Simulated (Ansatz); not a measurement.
`[CH3][SbH2]` + H₂ → `[SbH3]` + CH₄ at 700 K and 1 bar (hydrogenolysis of the Sb–C bond).

Isolated molecules relaxed with PBE0-D4/def2-TZVP in Ansatz; ΔE leaves out vibrations. CCSD(T)/CBS is the MP2 limit (def2-TZVPP, def2-QZVPP) plus CCSD(T) − MP2 in def2-TZVPP, frozen cores. This one scheme is used for every species. def2 core potentials past Kr. For Sb outer-core shells are correlated without core-valence functions, which leaves a few kJ/mol of doubt a bond.

| species | CCSD(T)/CBS energy (Eh) | H − E (kJ/mol) | S (J/(mol·K)) |
| --- | --- | --- | --- |
| `[CH3][SbH2]` | -281.05548 | 178.7 | 355.3 |
| H₂ | -1.17544 | 46.8 | 155.3 |
| `[SbH3]` | -241.78682 | 81.5 | 275.4 |
| CH₄ | -40.46206 | 145.9 | 224.0 |

H − E and S are ideal-gas, rigid-rotor, harmonic terms from PBE0-D4/def2-TZVP. The MP2-based limit puts H₂ 0.8 mEh under its directly extrapolated value; such offsets cancel only in part. 1 Eh = 2625.50 kJ/mol, R = 8.31446 J/(mol·K).

Question: By hand: ΔE, ΔH, ΔS and ΔG.

Answer: ΔE = (-241.78682) + (-40.46206) − (-281.05548) − (-1.17544) = -0.01796 Eh = -47.2 kJ/mol. Δ(H − E) = 81.5 + 145.9 − 178.7 − 46.8 = 1.9, so ΔH = -45.3 kJ/mol. ΔS = 275.4 + 224.0 − 355.3 − 155.3 = -11.2 J/(mol·K). ΔG = -45.3 − 700 × (-11.2)/1000 = -37.5 kJ/mol.

Question: By hand: the equilibrium constant, and the temperature at which ΔG would vanish if ΔH and ΔS stayed fixed.

Answer: log₁₀ K = −ΔG/(RT ln 10) = 2.8. ΔG = 0 at ΔH/ΔS = 4045 K, far beyond where these terms or the molecules hold.

The number of gas molecules stays the same, so ΔS is small and ΔH decides. A doubt of 5 kJ/mol in ΔE shifts log₁₀ K by 0.4 here. These are equilibria of isolated gas molecules and say nothing of rates. Largest T1 diagnostic: 0.014 (customary marks: 0.02 for closed shells, 0.045 for open ones).
